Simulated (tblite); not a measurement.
C₅H₄NO (doublet state).
Numbering: `[CH2:1]=[N:2][c:3]1[c:4][o:5][cH:6][cH:7]1` (hydrogens: H8, H9 on C1; H10 on C6; H11 on C7)

Geometry (GFN2-xTB, Å), atoms numbered from 1 in this order:
```
atom  x, y, z in Å
C1    -2.4062    0.0773   -0.1049
N2    -1.2975    0.6708   -0.1316
C3    -0.0934    0.0692   -0.0932
C4     0.2556   -1.2727   -0.0184
O5     1.5619   -1.4243   -0.0045
C6     2.1317   -0.1980   -0.0694
C7     1.1677    0.7549   -0.1257
H8    -2.4890   -1.0099   -0.0459
H9    -3.3093    0.6652   -0.1413
H10    3.2019   -0.1471   -0.0680
H11    1.2820    1.8172   -0.1831
```

Structure optimised with GFN2-xTB, isolated species. This method treats the open shell by occupation alone, without spin polarisation.

Masses are those of the commonest isotopes; rigid-rotor values at the optimised geometry. The values belong to one conformer with, in the numbering `[CH2:1]=[N:2][c:3]1[c:4][o:5][cH:6][cH:7]1`, C1–N2–C3–C4 0°.

Problem. Give the principal moments of inertia and the rotational constants in cm⁻¹.

Solution. Ia = 56.33, Ib = 240.17, Ic = 296.50 u·Å²; 505379 MHz·u·Å²/I gives 8972, 2104 and 1704 MHz, that is A = 0.29927, B = 0.07019, C = 0.05686 cm⁻¹.

Problem. Classify the top.

Solution. An asymmetric top; Ray's κ = -0.890.

Problem. Is it planar, by Δ = Ic − Ia − Ib?

Solution. Planar: Δ = Ic − Ia − Ib = 0.00 u·Å². For a rigid frame Δ = −2 Σ m c², so it vanishes when all atoms lie in the ab plane; here none is more than 0.01 Å from it.

For this open shell read J as N, the rotation without spin; fine and hyperfine splittings come on top. Its GFN2-xTB frequencies are all real (lowest 108 cm⁻¹). Zero-point vibration and centrifugal distortion are left out.

All values are computed, not measured.
